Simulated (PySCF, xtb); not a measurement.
C2H4N3, SMILES [nH+]1cnc[nH]1, charge +1.

Harmonic wavenumbers (cm⁻¹) from GFN2-xTB (xtb) at its own minimum, in rising order: 584, 616, 645, 666, 851, 884, 894, 903, 1037, 1061, 1111, 1127, 1212, 1314, 1363, 1421, 1446, 3148, 3152, 3348, 3360.

What does PBE0-D3(BJ)/def2-SVP (PySCF) give at its own minimum? (The exact figures need the calculation; the answer reports its results.)

555, 635, 643, 676, 931, 944, 955, 996, 1128, 1132, 1230, 1275, 1304, 1460, 1514, 1567, 1582, 3280, 3283, 3597, 3610. Paired by order, the mean absolute difference is 106 cm⁻¹ and the zero-point energies are 43.1 and 46.2 kcal/mol.
